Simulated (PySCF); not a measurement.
A run for PySCF: R-M06-2X/6-31G* on CH7GeN (SMILES [CH3][GeH2][NH2]).

```python
from pyscf import gto, scf, dft, mp
from pyscf.data.elements import chemcore

mol = gto.M(
    atom='''
    C    -1.45677322    0.20017188    0.19385264
    Ge    0.25910274   -0.42947179   -0.50796510
    N     1.57897831    0.18467783    0.64712552
    H    -2.27941899   -0.16073590   -0.42342439
    H    -1.48200893    1.29025995    0.19992684
    H    -1.59061199   -0.15911230    1.21338305
    H     0.36779213   -1.96647492   -0.48745218
    H     0.43619366    0.05909679   -1.97097870
    H     1.67286097    1.19253141    0.66333823
    H     2.49388533   -0.21094296    0.47219409
    ''',
    basis='6-31g*',
    cart=True,
    charge=0, spin=0, verbose=3, max_memory=1800)
mf = dft.RKS(mol, xc='m062x')
mf.conv_tol = 1e-8
mf.max_cycle = 100
mf.kernel()
if not mf.converged:
    mf = mf.newton().run(mf.mo_coeff, mf.mo_occ)
```

**Question.** What total energy does the run end on?

**Answer.** -2173.7337 hartree.
